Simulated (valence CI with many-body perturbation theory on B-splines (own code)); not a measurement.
## Energy levels of Co³⁺

Computed by relativistic CI+MBPT: six valence electrons over a frozen Dirac-Fock core [Ar], a basis of 7 s, 7 p, 8 d, 6 f, 4 g, 1 h functions for each j, with the one-electron correlation potential Σ1, the two-electron term Σ2, the three-electron term Σ3, Breit, model QED; selected CI, second order for the rest, scaled by the run's own slope (own B-spline code, finite nucleus).

Against 29 measured levels this calculation errs by 533 cm⁻¹ on average and by 1638 at most. These come from a selection out of Sugar and Corliss, J. Phys. Chem. Ref. Data 10, 1097 (1981). Levels without a partner in it may be off by more, other configurations by 1,000 to 8,000 cm⁻¹. Among the levels kept, up to 1300 cm⁻¹ of a level comes from second order outside the variational space, and about a tenth of that is noise between levels of different J, which matters for small intervals. Only levels of the ground parity were solved; by the run's estimate the other parity begins above the list, which can be wrong where configurations are misplaced.

Levels 1 to 31 of 31, with energies above the lowest level, 3d6 5D_4. "Leading %" is the weight of the configuration and term that name the level; weights of strongly mixed levels are sums over their largest components and can fall short. In the jj column 3d3/2^4 stands for four electrons in 3d with j = 3/2.

```csv
No.,Configuration,Term,J,E (cm⁻¹),Leading %,g,Leading jj,Second component
1,3d6,5D,4,0.0,98,1.500,3d3/2^3 3d5/2^3 (46 %),
2,3d6,5D,3,589,98,1.500,3d3/2^3 3d5/2^3 (50 %),
3,3d6,5D,2,1041,98,1.500,3d3/2^2 3d5/2^4 (63 %),
4,3d6,5D,1,1335,98,1.501,3d3/2 3d5/2^5 (42 %),
5,3d6,5D,0,1503,98,,3d3/2^2 3d5/2^4 (69 %),
6,3d6,3H,6,22619,98,1.166,3d3/2^3 3d5/2^3 (65 %),
7,3d6,3H,5,22953,97,1.036,3d3/2^2 3d5/2^4 (50 %),
8,3d6,3H,4,23180,95,0.808,3d3/2^2 3d5/2^4 (34 %),
9,3d6,3P,2,23234,98,1.499,3d3/2^4 3d5/2^2 (34 %),
10,3d6,3P,1,25032,98,1.499,3d3/2 3d5/2^5 (52 %),
11,3d6,3F,4,25104,92,1.235,3d3/2^2 3d5/2^4 (45 %),
12,3d6,3F,3,25414,95,1.072,3d3/2^3 3d5/2^3 (54 %),
13,3d6,3F,2,25692,98,0.667,3d3/2^2 3d5/2^4 (46 %),
14,3d6,3P,0,25775,97,,3d5/2^6 (53 %),
15,3d6,3G,5,28236,97,1.197,3d3/2^3 3d5/2^3 (50 %),
16,3d6,3G,4,28779,93,1.055,3d3/2^2 3d5/2^4 (38 %),4 % 3d6 3F
17,3d6,3G,3,29013,95,0.760,3d3/2^2 3d5/2^4 (57 %),
18,3d6,1I,6,34305,98,1.000,3d3/2^2 3d5/2^4 (65 %),
19,3d6,3D,2,35985,96,1.165,3d3/2^2 3d5/2^4 (41 %),
20,3d6,1G,4,36019,97,1.001,3d3/2^2 3d5/2^4 (42 %),
21,3d6,3D,1,36028,98,0.501,3d3/2^2 3d5/2^4 (52 %),
22,3d6,3D,3,36130,98,1.333,3d3/2^3 3d5/2^3 (53 %),
23,3d6,1S,0,41677,97,,3d3/2^3 3d5/2^3 (30 %),
24,3d6,1D,2,42273,96,1.002,3d3/2^2 3d5/2^4 (29 %),
25,3d6,1F,3,49919,97,1.001,3d3/2^3 3d5/2^3 (64 %),
26,3d6,3P,0,58074,97,,3d3/2^4 3d5/2^2 (52 %),
27,3d6,3P,1,58592,98,1.500,3d3/2^3 3d5/2^3 (80 %),
28,3d6,3F,2,58981,98,0.666,3d3/2^2 3d5/2^4 (62 %),
29,3d6,3F,4,59056,97,1.249,3d3/2^2 3d5/2^4 (65 %),
30,3d6,3F,3,59084,97,1.082,3d3/2^3 3d5/2^3 (54 %),
31,3d6,3P,2,59704,98,1.500,3d3/2^2 3d5/2^4 (55 %),
```

The ionisation energy to 3d5 6S_5/2 of the next ion comes out as 50.194 eV (NIST: 51.27 ± 0.1 eV (semi-empirical), further off than twice its uncertainty). All 31 levels together are meant to be complete up to 60556 cm⁻¹.
